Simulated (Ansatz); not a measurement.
C2H10BN (`C[BH-](C)[NH3+]`). Total charge 0; spin multiplicity 1.

Cartesian coordinates in Å:
```
C 0.667 1.350 -0.345
B -0.395 0.145 -0.232
C 0.061 -1.233 -0.929
N -0.525 -0.191 1.388
H 0.374 2.256 0.202
H 1.672 1.071 0.002
H 0.781 1.653 -1.390
H -1.534 0.479 -0.527
H 1.052 -1.576 -0.596
H -0.639 -2.064 -0.774
H 0.136 -1.099 -2.012
H 0.373 -0.486 1.763
H -1.195 -0.935 1.548
H -0.828 0.630 1.902
```

Task: What are the harmonic wavenumbers in cm⁻¹ at PBE0-D4/def2-TZVP (Ansatz, finite differences of forces, unscaled)? (An estimate is asked.)

Result: The calculation gave: 187, 203, 218, 277, 278, 342, 591, 700, 715, 760, 768, 825, 961, 995, 1050, 1143, 1186, 1305, 1321, 1330, 1456, 1466, 1473, 1477, 1655, 1655, 2403, 2995, 2998, 3052, 3055, 3094, 3097, 3469, 3578, 3595.

Task: Is this a minimum?

Result: Yes, all 36 modes are real.

Task: Give the ideal-gas thermochemistry at 298.15 K and 1 bar (rigid rotor, harmonic oscillator; point group Cs, symmetry number 1).

Result: Zero-point energy 333.0 kJ/mol; H(298) − E = 352.8 kJ/mol; entropy 317.9 J/(mol·K), of which translation 159.7, rotation 104.3, vibration 53.9; G(298) − E = 258.1 kJ/mol.
